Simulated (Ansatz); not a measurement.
**Question.** Name a neutral molecule of C, Cl, F, N, O, Si and H with size of the dipole moment (ωB97M-V/def2-TZVPP) between 1.50 and 1.80 D and LUMO energy (PBE0/def2-TZVPP) between 0.70 and 1.00 eV (Ansatz, PBE0-D4/def2-TZVP geometry).

**Answer.** `CO[Si](N)(F)Cl` (1.57 D, 0.78 eV). Other molecules can fit too; these were computed, each in one conformer that needn't be the lowest.
